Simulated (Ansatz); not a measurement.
Born–Oppenheimer molecular dynamics of C$_{2}$H$_{10}$OSi$_{2}$ (15 atoms, charge 0, multiplicity 1). It starts from a relaxed structure.

The calculation used RKS r2SCAN-D4/STO-3G in Ansatz 0.2.0.

```json
{"ensemble": "NVT, Nosé–Hoover chain", "time step": "0.25 fs", "steps asked": "186", "set temperature": "50 K", "thermostat": "time constant 300 fs, chain length 1", "seed": "977141"}
```

First frame:

```xyz
15
Properties=species:S:1:pos:R:3
C -0.701 1.556 1.332
Si 0.805 0.435 1.297
Si 0.408 -1.411 0.065
C 0.020 -0.920 -1.731
O -0.929 0.208 -1.703
H -0.478 2.513 1.816
H -1.530 1.091 1.875
H -1.046 1.759 0.311
H 1.167 0.077 2.654
H 1.924 1.167 0.740
H 1.552 -2.299 0.032
H -0.710 -2.169 0.586
H 0.962 -0.644 -2.255
H -0.397 -1.791 -2.285
H -1.071 0.378 -2.705
```

**Question.** What does the run give?

**Answer.** The run went to its last step.

```
steps done                                               : 186
time covered                                             : 46.5 fs
mean temperature over the second half                    : 26 K
spread of the potential energy over the second half      : 0.4 meV per atom
mean potential energy of the second half above the start : 2.8 meV per atom
```

The conserved energy stayed within 0.01 meV per atom of its start (net change 0.0065 meV per atom), so the integration is sound. The mean temperature of the second half is 49 % below the set value. A run of 0.046 ps of so small a system gives no equilibrium averages. Limits of this set-up: minimal basis.

**Question.** What happens to the structure?

**Answer.** The same pairs are bonded in the first frame and the last. Pairs count as bonded within 1.25 times the sum of covalent radii (0.12 Å more for H–H). This is one draw of velocities; another would differ in detail.

**Question.** How do temperature and energy run in time?

**Answer.** 
| time (fs) | T (K) | potential energy less start (eV) | conserved less start (meV/atom) |
| --- | --- | --- | --- |
| 0.0 | 50 | 0.000 | 0.00 |
| 1.5 | 38 | 0.020 | 0.01 |
| 3.0 | 27 | 0.038 | 0.01 |
| 4.5 | 32 | 0.031 | 0.00 |
| 6.0 | 27 | 0.038 | 0.01 |
| 7.5 | 22 | 0.048 | 0.01 |
| 9.0 | 29 | 0.035 | 0.00 |
| 10.5 | 32 | 0.030 | 0.00 |
| 12.0 | 25 | 0.042 | 0.01 |
| 13.5 | 27 | 0.039 | 0.01 |
| 15.0 | 28 | 0.037 | 0.00 |
| 16.5 | 23 | 0.046 | 0.01 |
| 18.0 | 28 | 0.037 | 0.01 |
| 19.5 | 34 | 0.027 | 0.00 |
| 21.0 | 24 | 0.043 | 0.01 |
| 22.5 | 17 | 0.057 | 0.01 |
| 24.0 | 23 | 0.046 | 0.00 |
| 25.5 | 24 | 0.043 | 0.00 |
| 27.0 | 22 | 0.048 | 0.01 |
| 28.5 | 28 | 0.037 | 0.01 |
| 30.0 | 33 | 0.028 | 0.00 |
| 31.5 | 28 | 0.038 | 0.01 |
| 33.0 | 22 | 0.047 | 0.01 |
| 34.5 | 22 | 0.048 | 0.01 |
| 36.0 | 23 | 0.046 | 0.01 |
| 37.5 | 27 | 0.039 | 0.01 |
| 39.0 | 30 | 0.034 | 0.00 |
| 40.5 | 28 | 0.038 | 0.01 |
| 42.0 | 24 | 0.044 | 0.01 |
| 43.5 | 25 | 0.043 | 0.01 |
| 45.0 | 26 | 0.040 | 0.00 |
| 46.5 | 25 | 0.043 | 0.01 |

Time of the run: 10 min on 1 CPU thread of a shared host.
